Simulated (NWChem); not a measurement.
The numbers come from NWChem runs, not from measurements. System: CNO, charge 0, spin multiplicity 4, at the geometry of a parent with another charge or spin, in a state set for the comparison that need not be this species' ground state. Its SCF solution wasn't tested for a lower state. Level: UB3LYP/def2-TZVP, VWN1-RPA local correlation.

Input file:

```
start mol
memory heap 200 mb stack 900 mb global 1100 mb
geometry units angstroms nocenter noautoz
  N      0.000000     0.000000     1.264562
  C      0.000000     0.000000     0.039075
  O      0.000000     0.000000    -1.135798
  symmetry group C2v
end
basis spherical
  * library def2-tzvp
end
dft
  xc b3lyp
  odft
  mult 4
  semidirect memsize 60000000 filesize 0
  iterations 100
end
task dft energy
```

Output (cleaned and shortened):

```
             Northwest Computational Chemistry Package (NWChem) 7.3.0
             --------------------------------------------------------

                                NWChem Input Module
                                -------------------

 Scaling coordinates for geometry "geometry" by  1.889725989
 (inverse scale =  0.529177249)

 Turning off AUTOSYM since
 SYMMETRY directive was detected!

                             Geometry "geometry" -> ""
                             -------------------------

 Output coordinates in angstroms (scale by  1.889725989 to convert to a.u.)

  No.       Tag          Charge          X              Y              Z
 ---- ---------------- ---------- -------------- -------------- --------------
    1 N                    7.0000     0.00000000     0.00000000     1.26456200
    2 C                    6.0000     0.00000000     0.00000000     0.03907500
    3 O                    8.0000     0.00000000     0.00000000    -1.13579800

 Effective nuclear repulsion energy (a.u.)      52.1014176307

            Nuclear Dipole moment (a.u.)
            ----------------------------
        X                 Y               Z
 ---------------- ---------------- ----------------
     0.0000000000     0.0000000000    -0.0000000000

      Symmetry information
      --------------------

 Group name             C2v
 Group number             16
 Group order               4
 No. of unique centers     3

      Symmetry unique atoms

     1    2    3


 Summary of "ao basis" -> "" (spherical)
 ------------------------------------------------------------------------------
       Tag                 Description            Shells   Functions and Types
 ---------------- ------------------------------  ------  ---------------------
 *                         def2-tzvp                  on all atoms

                                 NWChem DFT Module
                                 -----------------

 Summary of "ao basis" -> "ao basis" (spherical)
 ------------------------------------------------------------------------------
       Tag                 Description            Shells   Functions and Types
 ---------------- ------------------------------  ------  ---------------------
 N                         def2-tzvp                11       31   5s3p2d1f
 C                         def2-tzvp                11       31   5s3p2d1f
 O                         def2-tzvp                11       31   5s3p2d1f

 Summary of "ao basis" -> "ao basis" (spherical)
 ------------------------------------------------------------------------------
       Tag                 Description            Shells   Functions and Types
 ---------------- ------------------------------  ------  ---------------------
 N                         def2-tzvp                11       31   5s3p2d1f
 C                         def2-tzvp                11       31   5s3p2d1f
 O                         def2-tzvp                11       31   5s3p2d1f

      Symmetry analysis of basis
      --------------------------

        a1         42
        a2          9
        b1         21
        b2         21

            General Information
            -------------------
          SCF calculation type: DFT
          Wavefunction type:  spin polarized.
          No. of atoms     :     3
          No. of electrons :    21
           Alpha electrons :    12
            Beta electrons :     9
          Charge           :     0
          Spin multiplicity:     4
          Use of symmetry is: on ; symmetry adaption is: on
          Maximum number of iterations: 100
          AO basis - number of functions:    93
                     number of shells:    33
          Convergence on energy requested:  1.00D-06
          Convergence on density requested:  1.00D-05
          Convergence on gradient requested:  5.00D-04

              XC Information
              --------------
                         B3LYP Method XC Potential
                     Hartree-Fock (Exact) Exchange  0.200
                        Slater Exchange Functional  0.800 local
                    Becke 1988 Exchange Functional  0.720 non-local
              Lee-Yang-Parr Correlation Functional  0.810
                  VWN I RPA Correlation Functional  0.190 local

             Grid Information
             ----------------
          Grid used for XC integration:  medium
          Radial quadrature: Mura-Knowles
          Angular quadrature: Lebedev.
          Tag              B.-S. Rad. Rad. Pts. Rad. Cut. Ang. Pts.
          ---              ---------- --------- --------- ---------
          N                   0.65       49           8.0       434
          C                   0.70       49           6.0       434
          O                   0.60       49           8.0       434
          Grid pruning is: on
          Number of quadrature shells:   147
          Spatial weights used:  Erf1

          Convergence Information
          -----------------------
          Convergence aids based upon iterative change in
          total energy or number of iterations.
          Levelshifting, if invoked, occurs when the
          HOMO/LUMO gap drops below (HL_TOL):  1.00D-02
          DIIS, if invoked, will attempt to extrapolate
          using up to (NFOCK): 10 stored Fock matrices.

                    Damping( 0%)  Levelshifting(0.5)       DIIS
                  --------------- ------------------- ---------------
          dE  on:    start            ASAP                start
          dE off:    2 iters        100 iters           100 iters

      Screening Tolerance Information
[...]
    13      0.185997  1 N  py                75     -0.162941  3 O  py
    38      0.061936  2 C  py                41      0.057586  2 C  py
    52      0.042471  2 C  d -1              47      0.031018  2 C  d -1

 Vector   12  Occ=1.000000D+00  E=-8.057539D-02  Symmetry=b1
              MO Center=  1.7D-16, -3.3D-16,  1.5D-01, r^2= 1.6D+00
   Bfn.  Coefficient  Atom+Function         Bfn.  Coefficient  Atom+Function
  ----- ------------  ---------------      ----- ------------  ---------------
    40      0.486355  2 C  px                43      0.479070  2 C  px
    37      0.427740  2 C  px                12     -0.358320  1 N  px
    74     -0.308713  3 O  px                 6     -0.286513  1 N  px
    68     -0.261111  3 O  px                 9     -0.258579  1 N  px
    71     -0.218183  3 O  px

 Vector   13  Occ=0.000000D+00  E= 1.328580D-02  Symmetry=b2
              MO Center= -8.2D-16,  8.9D-14,  1.4D-01, r^2= 1.7D+00
   Bfn.  Coefficient  Atom+Function         Bfn.  Coefficient  Atom+Function
  ----- ------------  ---------------      ----- ------------  ---------------
    44      0.623907  2 C  py                41      0.464527  2 C  py
    13     -0.412925  1 N  py                38      0.395996  2 C  py
    75     -0.346111  3 O  py                 7     -0.275160  1 N  py
    69     -0.253773  3 O  py                10     -0.246212  1 N  py
    72     -0.210163  3 O  py

 Vector   14  Occ=0.000000D+00  E= 1.842983D-02  Symmetry=a1
              MO Center= -4.8D-16, -8.9D-14,  1.3D-02, r^2= 3.7D+00
   Bfn.  Coefficient  Atom+Function         Bfn.  Coefficient  Atom+Function
  ----- ------------  ---------------      ----- ------------  ---------------
    36      2.905546  2 C  s                  5     -1.581117  1 N  s
    67     -1.151642  3 O  s                 35      0.997818  2 C  s
    14      0.701121  1 N  pz                 4     -0.512179  1 N  s
    76     -0.513509  3 O  pz                66     -0.316640  3 O  s
    11      0.293358  1 N  pz                45      0.285050  2 C  pz

 Vector   15  Occ=0.000000D+00  E= 1.573093D-01  Symmetry=a1
              MO Center=  1.8D-16, -4.8D-16, -2.0D-01, r^2= 6.8D+00
   Bfn.  Coefficient  Atom+Function         Bfn.  Coefficient  Atom+Function
  ----- ------------  ---------------      ----- ------------  ---------------
     5      5.188675  1 N  s                 45     -4.480635  2 C  pz
    67     -3.507742  3 O  s                 36     -2.011932  2 C  s
    14     -1.575366  1 N  pz                42     -1.171900  2 C  pz
    76     -0.813190  3 O  pz                35      0.281958  2 C  s
    73     -0.186088  3 O  pz                65     -0.145298  3 O  s

                     DFT Final Beta Molecular Orbital Analysis
                     -----------------------------------------

 Vector    7  Occ=1.000000D+00  E=-4.586903D-01  Symmetry=b2
              MO Center= -2.2D-16,  3.8D-16, -4.7D-01, r^2= 1.2D+00
   Bfn.  Coefficient  Atom+Function         Bfn.  Coefficient  Atom+Function
  ----- ------------  ---------------      ----- ------------  ---------------
    69      0.336934  3 O  py                38      0.279211  2 C  py
    72      0.271041  3 O  py                41      0.234553  2 C  py
    75      0.147996  3 O  py                 7      0.122565  1 N  py
    10      0.097308  1 N  py                44      0.083175  2 C  py
    13      0.041269  1 N  py

 Vector    8  Occ=1.000000D+00  E=-4.344374D-01  Symmetry=b1
              MO Center=  3.4D-15, -1.8D-16, -5.3D-01, r^2= 1.2D+00
   Bfn.  Coefficient  Atom+Function         Bfn.  Coefficient  Atom+Function
  ----- ------------  ---------------      ----- ------------  ---------------
    68      0.350788  3 O  px                71      0.282724  3 O  px
    37      0.261497  2 C  px                40      0.213855  2 C  px
    74      0.162273  3 O  px                 6      0.116422  1 N  px
     9      0.092503  1 N  px                43      0.086221  2 C  px
    12      0.040761  1 N  px

 Vector    9  Occ=1.000000D+00  E=-4.217202D-01  Symmetry=a1
              MO Center=  1.3D-15,  9.6D-16,  1.4D+00, r^2= 9.0D-01
   Bfn.  Coefficient  Atom+Function         Bfn.  Coefficient  Atom+Function
  ----- ------------  ---------------      ----- ------------  ---------------
     4      0.383299  1 N  s                  8      0.355206  1 N  pz
    11      0.229026  1 N  pz                 5      0.210220  1 N  s
    35     -0.203624  2 C  s                  3      0.201709  1 N  s
    39     -0.178213  2 C  pz                14      0.161429  1 N  pz
     2     -0.134746  1 N  s                 42     -0.122091  2 C  pz

 Vector   10  Occ=0.000000D+00  E=-2.300295D-01  Symmetry=b2
              MO Center= -1.4D-16,  2.8D-16,  4.2D-01, r^2= 1.9D+00
   Bfn.  Coefficient  Atom+Function         Bfn.  Coefficient  Atom+Function
  ----- ------------  ---------------      ----- ------------  ---------------
     7      0.337775  1 N  py                69     -0.282433  3 O  py
    10      0.280376  1 N  py                13      0.244635  1 N  py
    72     -0.235731  3 O  py                75     -0.209797  3 O  py
    38      0.125250  2 C  py                41      0.120377  2 C  py
    44      0.062878  2 C  py                52      0.045109  2 C  d -1

 Vector   11  Occ=0.000000D+00  E=-2.101773D-01  Symmetry=b1
              MO Center= -1.4D-15, -2.2D-16,  4.8D-01, r^2= 1.9D+00
   Bfn.  Coefficient  Atom+Function         Bfn.  Coefficient  Atom+Function
  ----- ------------  ---------------      ----- ------------  ---------------
     6      0.341641  1 N  px                 9      0.283442  1 N  px
    68     -0.268577  3 O  px                12      0.258737  1 N  px
    71     -0.224013  3 O  px                74     -0.208891  3 O  px
    37      0.127683  2 C  px                40      0.118548  2 C  px
    43      0.071461  2 C  px                54     -0.039304  2 C  d  1

 Vector   12  Occ=0.000000D+00  E= 3.620789D-02  Symmetry=a1
              MO Center= -3.5D-15,  1.0D-14, -5.0D-02, r^2= 3.9D+00
   Bfn.  Coefficient  Atom+Function         Bfn.  Coefficient  Atom+Function
  ----- ------------  ---------------      ----- ------------  ---------------
    36      3.116408  2 C  s                  5     -1.679110  1 N  s
    67     -1.327144  3 O  s                 35      1.031332  2 C  s
    14      0.720390  1 N  pz                76     -0.549301  3 O  pz
     4     -0.535409  1 N  s                 66     -0.349181  3 O  s
    53      0.335109  2 C  d  0              11      0.289691  1 N  pz

   alpha - beta orbital overlaps
   -----------------------------

   alpha      1      2      3      4      5      6      7      8      9     10
    beta      1      2      3      4      5      6      8      7      9     11
 overlap   1.000  1.000  1.000  0.999  0.997  0.993  0.984  0.988  0.991  0.980

   alpha     11     12     13     14     15     16     17     18     19     20
    beta     10     14     13     12     15     17     16     19     18     20
 overlap   0.987  0.979  0.987  0.996  0.999  0.990  0.998  0.735  0.740  0.994

   alpha     21     22     23     24     25     26     27     28     29     30
    beta     21     22     24     23     26     25     27     28     29     30
 overlap   0.989  0.999  0.993  0.997  0.999  0.819  0.820  0.996  0.996  0.999

   alpha     31     32     33     34     35     36     37     38     39     40
    beta     31     33     32     34     35     37     36     40     41     39
 overlap   0.999  0.999  0.999  0.999  0.999  0.999  1.000  1.000  0.999  0.856

   alpha     41     42     43     44     45     46     47     48     49     50
    beta     38     42     43     44     45     46     48     47     49     51
 overlap   0.999  0.856  0.998  0.997  0.999  0.999  0.997  0.998  0.999  1.000

   alpha     51     52     53     54     55     56     57     58     59     60
    beta     50     53     52     55     54     57     56     58     59     60
 overlap   1.000  1.000  0.999  0.996  0.996  0.996  0.989  0.993  0.999  1.000

   alpha     61     62     63     64     65     66     67     68     69     70
    beta     61     62     63     64     66     65     69     68     67     71
 overlap   0.999  0.999  1.000  1.000  1.000  1.000  0.762  0.984  0.778  0.984

   alpha     71     72     73     74     75     76     77     78     79     80
    beta     72     70     74     73     76     75     78     77     79     80
 overlap   0.949  0.964  1.000  1.000  1.000  1.000  1.000  1.000  1.000  1.000

   alpha     81     82     83     84     85     86     87     88     89     90
    beta     81     82     83     84     85     86     87     88     89     90
 overlap   0.998  0.998  1.000  1.000  1.000  1.000  1.000  1.000  1.000  1.000

   alpha     91     92     93
    beta     91     92     93
 overlap   1.000  1.000  1.000

     --------------------------
     Expectation value of S2:
     --------------------------
      <S2> =      3.7690 (Exact =     3.7500)

 center of mass
 --------------
 x =   0.00000000 y =   0.00000000 z =   0.00043481

 moments of inertia (a.u.)
 ------------------
         153.716089484595           0.000000000000           0.000000000000
           0.000000000000         153.716089484595           0.000000000000
           0.000000000000           0.000000000000           0.000000000000

     Multipole analysis of the density
     ---------------------------------

     L   x y z        total         alpha         beta         nuclear
     -   - - -        -----         -----         ----         -------
     0   0 0 0     -0.000000    -12.000000     -9.000000     21.000000

     1   1 0 0     -0.000000     -0.000000     -0.000000      0.000000
     1   0 1 0     -0.000000     -0.000000     -0.000000      0.000000
     1   0 0 1     -0.031207     -1.171847      1.140640     -0.000000

     2   2 0 0    -12.030635     -7.719260     -4.311375      0.000000
     2   1 1 0     -0.000000     -0.000000     -0.000000      0.000000
     2   1 0 1      0.000000      0.000000      0.000000      0.000000
     2   0 2 0    -10.914984     -6.547960     -4.367024      0.000000
     2   0 1 1      0.000000     -0.000000      0.000000      0.000000
     2   0 0 2    -14.510723    -52.751177    -38.620553     76.861007

 Task  times  cpu:        4.6s     wall:        4.6s

 Total times  cpu:        4.6s     wall:        4.6s
```
